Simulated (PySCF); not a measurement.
1-chloro-1-fluorobuta-1,2-diene (C4H4ClF), SMILES CC=C=C(F)Cl. Geometry: B3LYP-D3(BJ)/def2-SVP.

Computed equilibrium geometry at B3LYP-D3(BJ)/def2-SVP (PySCF confirms it by a frequency run) as Cartesian coordinates in Å:
```xyz
10

C     -3.0099    -0.0495    -0.2323
C     -1.7157    -0.2176    -0.9792
C     -0.5224    -0.2802    -0.4361
C      0.6620    -0.3189     0.1131
F      1.2648    -1.4407     0.5152
Cl     1.6464     1.0868     0.4002
H     -3.5327     0.8601    -0.5737
H     -2.8480     0.0209     0.8520
H     -3.6831    -0.8993    -0.4364
H     -1.7921    -0.2942    -2.0746
```
